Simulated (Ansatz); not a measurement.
Cu3Cl6⁺. The state is a singlet with charge 1. Geometry r2SCAN-D4/def2-SVP.

Cartesian coordinates in Å:
```
Cu -1.642 1.550 -0.080
Cu 1.526 -1.317 0.099
Cu 0.931 1.360 0.556
Cl -3.430 2.529 -0.561
Cl -0.142 3.188 0.019
Cl 1.287 -3.336 -0.841
Cl 2.839 0.285 0.808
Cl -0.712 -3.848 -0.535
Cl -0.657 -0.411 0.535
```

The restricted singlet is unstable towards broken spin symmetry in Hartree–Fock (as tested in another run); at HF/STO-3G, HF/def2-TZVP this wasn't settled. At PBE-D4/def2-SVP the restricted singlet is unstable: a solution with broken spin symmetry lies lower. The restricted singlet is unstable towards broken spin symmetry at other levels; at r2SCAN-D4/def2-TZVP, BHLYP-D4/def2-TZVP this wasn't settled. In the singlet, Cl6 and Cl8 lie 2.09 Å apart (atoms count from 1), so these atoms are partly bonded to each other. Another isomer (singlet) lies 0.44 eV lower at PBE0-D4/def2-TZVP; other spin states weren't run for this one.

Problem. Estimate the orbital energies around the gap (eV) in Ansatz with HF/STO-3G, HF/def2-TZVP, PBE-D4/def2-SVP, r2SCAN-D4/def2-TZVP, BHLYP-D4/def2-TZVP.

Solution. 
| orbital | HF/STO-3G | HF/def2-TZVP | PBE-D4/def2-SVP | r2SCAN-D4/def2-TZVP | BHLYP-D4/def2-TZVP |
| --- | --- | --- | --- | --- | --- |
| HOMO−5 | -16.30 | -16.81 | -11.53 | -11.93 | -14.54 |
| HOMO−4 | -15.77 | -16.42 | -11.35 | -11.74 | -14.43 |
| HOMO−3 | -15.09 | -16.36 | -11.26 | -11.67 | -14.24 |
| HOMO−2 | -15.05 | -15.37 | -11.12 | -11.53 | -13.98 |
| HOMO−1 | -9.20 | -15.20 | -10.93 | -11.38 | -13.95 |
| HOMO | -7.99 | -14.81 | -10.86 | -11.23 | -13.18 |
| LUMO | -3.76 | -8.85 | -10.74 | -10.99 | -10.47 |
| LUMO+1 | -2.99 | -3.88 | -9.45 | -9.47 | -7.09 |
| LUMO+2 | -2.14 | -2.35 | -6.22 | -6.07 | -4.40 |
| LUMO+3 | -1.78 | -0.85 | -5.08 | -5.08 | -3.13 |
| LUMO+4 | -0.69 | -0.67 | -4.73 | -4.73 | -3.00 |
| LUMO+5 | 0.95 | -0.20 | -4.12 | -4.26 | -2.45 |
